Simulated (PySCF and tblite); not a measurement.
Results of a calculation; reference values are marked as such.
System: C₆H₈N₂O, numbered as in [CH3:1][CH2:2][C:3](=[O:4])[c:5]1[cH:6][n:7][nH:8][cH:9]1.

Geometries: PBE0-D3(BJ)/def2-SVP; energies: PBE0/pcSseg-1 + D3(BJ), IEF-PCM acetonitrile; zero-point and thermal terms from GFN2-xTB harmonic modes (soft modes blended into free rotors). Rates follow Eyring's equation with the number of equivalent paths and no tunnelling. Run with tblite and PySCF.

Tunnelling of the moving H, left out here, will speed the real process. In real samples such hydrogens mostly exchange between molecules or through solvent, far faster than by this path.

(1) What barrier does the shift of H on N8 from N8 to N7 meet, and how fast is it at 298 K?

Results:

(1) The electronic barrier is 55.5 kcal/mol and ΔG‡(298 K) 51.2 kcal/mol, over a C1 saddle with an imaginary mode of 1614i cm⁻¹ (GFN2-xTB). With 2 equivalent paths, k is 3.9×10⁻²⁵ s⁻¹. The end lies 0.1 kcal/mol below the start in free energy.
